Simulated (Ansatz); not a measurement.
F3GeO, SMILES `[O][Ge]([F])([F])[F]` radical, relaxed with UKS PBE0-D4/def2-TZVP in Ansatz 0.2.0 from a PBE-D4/def2-SVP geometry. The force threshold is 0.005 eV/Å; the program also tests the step.

Charge 0, multiplicity 2.

Start:

```xyz
5

O    -1.368   -0.810    0.829
Ge   -0.005    0.012    0.008
F     0.727   -1.178   -1.008
F    -0.506    1.351   -0.961
F     1.152    0.625    1.133
```

```tsv
step	energy (eV)	largest force (eV/Å)	largest move (Å)
1	-66704.7085	0.883	0.000
2	-66704.7520	0.388	0.019
3	-66704.7616	0.023	0.014
4 (rejected)	-66704.7583	0.071	0.033
5	-66704.7617	0.002	0.003
```

End:

```xyz
5

O    -1.355   -0.785    0.822
Ge   -0.001    0.008    0.003
F     0.728   -1.154   -0.996
F    -0.505    1.324   -0.943
F     1.133    0.607    1.114
```

Hardware: 4 threads of a server CPU on a shared host. Wall time 67 s, peak host memory 0.83 GiB.
